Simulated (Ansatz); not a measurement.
Al2H6Si2, SMILES `[SiH3][Al]1[AlH][SiH2]1`. Charge 0, multiplicity 1. The geometry is a stationary point of PBE0-D4/def2-TZVP.

```xyz
10

Si    1.765   -1.353    0.850
Al    0.011   -0.204   -0.438
Al   -1.245    1.061   -2.160
Si   -1.920    1.191    0.080
H     2.100   -2.659    0.215
H     3.014   -0.540    0.896
H     1.335   -1.619    2.251
H    -1.970    1.109   -3.568
H    -0.431    1.293    0.600
H    -2.659    1.721    1.273
```

Problem. What is the dipole moment at PBE/def2-TZVPP? (Estimate.)

Solution. Ansatz gave: 0.23 D, with components (0.08, 0.02, -0.21) D in this frame, pointing from negative to positive charge.

Problem. And with r2SCAN, B3LYP, ωB97M-V? (Best estimate.)

Solution. The calculation gave: r2SCAN 0.21 D, B3LYP 0.37 D, ωB97M-V 0.48 D.

Problem. Give the Mulliken charges with PBE, r2SCAN, ωB97M-V in def2-TZVPP. (Best estimate.)

Solution. Ansatz gave: 
| atom | PBE | r2SCAN | ωB97M-V |
| --- | --- | --- | --- |
| Si1 | -0.01 | 0.03 | -0.05 |
| Al2 | 0.13 | 0.18 | 0.07 |
| Al3 | 0.18 | 0.25 | 0.16 |
| Si4 | -0.06 | -0.04 | -0.02 |
| H5 | -0.04 | -0.06 | -0.02 |
| H6 | -0.04 | -0.06 | -0.02 |
| H7 | -0.04 | -0.06 | -0.02 |
| H8 | -0.08 | -0.13 | -0.08 |
| H9 | -0.01 | -0.05 | -0.02 |
| H10 | -0.03 | -0.06 | 0.00 |

B3LYP here is the variant with VWN-RPA as its local correlation; programs differ in this.
